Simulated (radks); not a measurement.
Effect of the nuclear size on the chlorine ion Cl+, [Ne] 3s2 3p4. All-electron calculation, Dirac Kohn-Sham, exchange-only LDA, spin-unpolarised, spherical densities, finite nucleus; open shells fill j = l - 1/2 first; Fermi nuclear charge, rms radius 3.3654 fm. Program: a radial shooting solver on a logarithmic mesh with Libxc functionals. The rms radius is varied about that value; shifts are against it.

rms radius (fm)  total energy shift (eV)  density at nucleus (e/bohr^3)  1s1/2 shift (meV)  2s1/2 shift (meV)
2.9784                          -0.00302                           3574              -1.27             -0.092
3.0995                          -0.00211                           3571             -0.889             -0.065
3.3654                                 0                           3566              0.000              0.000
3.5707                           0.00175                           3562              0.736              0.053
3.7625                           0.00347                           3558               1.46              0.106

Slopes of the eigenvalues against <r^2> in GHz/fm^2, as finite differences over the two radii next to the reference (eigenvalue slopes, not the field-shift constants of lines): 1s1/2 125, 2s1/2 9.08.
